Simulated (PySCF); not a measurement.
Isomers of C6H9N3S, mass 155.052 u with the commonest isotopes. Theory: PBE0/pcSseg-1 in PySCF (dipole) on a GFN2-xTB geometry, gas phase. One conformer each, none proved a minimum here; rigid rotors.

Question: Order these by rotational constant A, smallest first.
A. `[CH3:1][CH2:2][c:3]1[cH:4][c:5]([S:6][CH3:7])[n:8][n:9][n:10]1` with C1–C2–C3–C4 -85°, C4–C5–S6–C7 -179°
B. `[CH2:1]=[CH:2][CH2:3][n:4]1[n:5][cH:6][c:7]([S:8][CH3:9])[n:10]1` with C1–C2–C3–N4 -127°, C2–C3–N4–N5 -78°, C6–C7–S8–C9 179°
C. `[CH2:1]=[CH:2][n:3]1[n:4][c:5]([CH3:6])[c:7]([S:8][CH3:9])[n:10]1` with C1–C2–N3–N4 180°, C5–C7–S8–C9 180°
D. `[CH2:1]=[CH:2][CH2:3][n:4]1[n:5][n:6][cH:7][c:8]1[S:9][CH3:10]` with C1–C2–C3–N4 -118°, C2–C3–N4–N5 -101°, C7–C8–S9–C10 -3°
E. `[CH3:1][S:2][c:3]1[n:4][c:5]([CH3:6])[n:7][n:8][c:9]1[CH3:10]` with C1–S2–C3–N4 0°

Answer: D (1380 MHz), E (1614 MHz), C (1659 MHz), B (2381 MHz), A (2718 MHz).

Question: Order these by dipole moment, smallest first.
A. `[CH3:1][S:2][c:3]1[n:4][c:5]([CH3:6])[n:7][n:8][c:9]1[CH3:10]` with C1–S2–C3–N4 0°
B. `[CH2:1]=[CH:2][n:3]1[n:4][c:5]([CH3:6])[c:7]([S:8][CH3:9])[n:10]1` with C1–C2–N3–N4 180°, C5–C7–S8–C9 180°
C. `[CH3:1][CH2:2][c:3]1[cH:4][c:5]([S:6][CH3:7])[n:8][n:9][n:10]1` with C1–C2–C3–C4 -85°, C4–C5–S6–C7 -179°
D. `[CH2:1]=[CH:2][CH2:3][n:4]1[n:5][n:6][cH:7][c:8]1[S:9][CH3:10]` with C1–C2–C3–N4 -118°, C2–C3–N4–N5 -101°, C7–C8–S9–C10 -3°
E. `[CH2:1]=[CH:2][CH2:3][n:4]1[n:5][cH:6][c:7]([S:8][CH3:9])[n:10]1` with C1–C2–C3–N4 -127°, C2–C3–N4–N5 -78°, C6–C7–S8–C9 179°

Answer: B (0.83 D), E (1.92 D), A (3.44 D), C (3.66 D), D (4.56 D).

Question: Order these by rotational constant C, largest first.
A. `[CH2:1]=[CH:2][CH2:3][n:4]1[n:5][n:6][cH:7][c:8]1[S:9][CH3:10]` with C1–C2–C3–N4 -118°, C2–C3–N4–N5 -101°, C7–C8–S9–C10 -3°
B. `[CH2:1]=[CH:2][n:3]1[n:4][c:5]([CH3:6])[c:7]([S:8][CH3:9])[n:10]1` with C1–C2–N3–N4 180°, C5–C7–S8–C9 180°
C. `[CH3:1][S:2][c:3]1[n:4][c:5]([CH3:6])[n:7][n:8][c:9]1[CH3:10]` with C1–S2–C3–N4 0°
D. `[CH2:1]=[CH:2][CH2:3][n:4]1[n:5][cH:6][c:7]([S:8][CH3:9])[n:10]1` with C1–C2–C3–N4 -127°, C2–C3–N4–N5 -78°, C6–C7–S8–C9 179°
E. `[CH3:1][CH2:2][c:3]1[cH:4][c:5]([S:6][CH3:7])[n:8][n:9][n:10]1` with C1–C2–C3–C4 -85°, C4–C5–S6–C7 -179°

Answer: A (672.8 MHz), C (645.3 MHz), B (598.1 MHz), E (557.9 MHz), D (533.6 MHz).

| SMILES | point group | Ia (u·Å²) | Ib (u·Å²) | Ic (u·Å²) | κ | μa (D) | μb (D) | μc (D) |
| --- | --- | --- | --- | --- | --- | --- | --- | --- |
| C=Cn1nc(C)c(SC)n1 | Cs | 304.69 | 546.63 | 844.99 | -0.38 | 0.31 | 0.77 | 0.00 |
| CSc1nc(C)nnc1C | – | 313.13 | 479.52 | 783.21 | -0.16 | 2.66 | 2.18 | 0.08 |
| C=CCn1nncc1SC | C1 | 366.27 | 439.87 | 751.13 | 0.35 | 0.55 | 4.51 | 0.29 |
| CCc1cc(SC)nnn1 | C1 | 185.96 | 767.30 | 905.84 | -0.91 | 0.19 | 3.65 | 0.30 |
| C=CCn1ncc(SC)n1 | C1 | 212.23 | 800.49 | 947.13 | -0.89 | 1.07 | 1.50 | 0.51 |
